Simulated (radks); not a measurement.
Q: Ni, 28 electrons, occupied as [Ar] 3d8 4s2. All-electron calculation, scalar-relativistic Kohn-Sham, LDA (Slater exchange, VWN5 correlation), spin-unpolarised, spherical densities, finite nucleus; Fermi nuclear charge, rms radius 3.7757 fm. Program: a radial shooting solver on a logarithmic mesh with Libxc functionals. Some entries of the table are withheld. Estimate them.

orbital  occ.  eigenvalue (eV)  <r^2> (bohr^2)
1s          2              (1)        0.003947
2s          2        -979.8245             (2)
2p          6        -844.1561         0.05704
3s          2        -110.5045          0.6357
3p          6         -71.2643             (3)
3d          8              (4)           1.388
4s          2              (5)           9.054

A: 
(1) 1s eigenvalue (eV): -8195.047
(2) 2s <r^2> (bohr^2): 0.07110
(3) 3p <r^2> (bohr^2): 0.7184
(4) 3d eigenvalue (eV): -9.1443
(5) 4s eigenvalue (eV): -5.8590
